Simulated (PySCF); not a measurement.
H₆PSi₂, SMILES [SiH3][P][SiH3], multiplicity 2. Atoms are numbered in the order given.

```xyz
9

Si     1.6713    -0.0009     0.4286
P      0.0000     0.0000    -1.1092
Si    -1.6713     0.0009     0.4286
H      1.7612     1.3506     1.0592
H      2.9641    -0.3105    -0.2449
H      1.4259    -1.0087     1.5041
H     -1.4259     1.0087     1.5041
H     -2.9641     0.3105    -0.2449
H     -1.7612    -1.3506     1.0592
```
Charge 0, spin multiplicity 2.

The structure is a stationary point at B3LYP-D3(BJ)/def2-SVP. The isomer is the one that the SMILES or the coordinates give; other isomers of the formula were not compared.

All values below come from B3LYP/pcH-1 (PySCF).

Unrestricted Kohn–Sham, ⟨S²⟩ = 0.753. Hyperfine tensors hold the contact and dipolar terms, without spin-orbit corrections.

Problem. Estimate the hyperfine couplings. (An estimate is asked for; the answer gives what the named calculation found.)

Solution. 
```json
[
 {"nucleus": "29Si no. 1", "A(iso) (MHz)": "29.0", "A(iso) (G)": "10.3", "dipolar principal values (MHz)": "-1.9, -0.1, 2.0"},
 {"nucleus": "31P no. 2", "A(iso) (MHz)": "80.3", "A(iso) (G)": "28.6", "dipolar principal values (MHz)": "-303.2, -291.0, 594.2"},
 {"nucleus": "29Si no. 3", "A(iso) (MHz)": "29.0", "A(iso) (G)": "10.3", "dipolar principal values (MHz)": "-1.9, -0.1, 2.0"},
 {"nucleus": "1H no. 4", "A(iso) (MHz)": "57.1", "A(iso) (G)": "20.4", "dipolar principal values (MHz)": "-2.4, -1.1, 3.5"},
 {"nucleus": "1H no. 5", "A(iso) (MHz)": "0.6", "A(iso) (G)": "0.2", "dipolar principal values (MHz)": "-2.1, -1.7, 3.8"},
 {"nucleus": "1H no. 6", "A(iso) (MHz)": "33.9", "A(iso) (G)": "12.1", "dipolar principal values (MHz)": "-2.1, -1.4, 3.5"},
 {"nucleus": "1H no. 7", "A(iso) (MHz)": "33.9", "A(iso) (G)": "12.1", "dipolar principal values (MHz)": "-2.1, -1.4, 3.5"},
 {"nucleus": "1H no. 8", "A(iso) (MHz)": "0.6", "A(iso) (G)": "0.2", "dipolar principal values (MHz)": "-2.1, -1.7, 3.8"},
 {"nucleus": "1H no. 9", "A(iso) (MHz)": "57.1", "A(iso) (G)": "20.4", "dipolar principal values (MHz)": "-2.4, -1.1, 3.5"}
]
```

Problem. And the g tensor (effective nuclear charges for spin-orbit coupling, GIAO)? (An estimate is asked for; the answer gives what the named calculation found.)

Solution. principal values 2.0023, 2.0149, 2.0265; isotropic 2.0146.
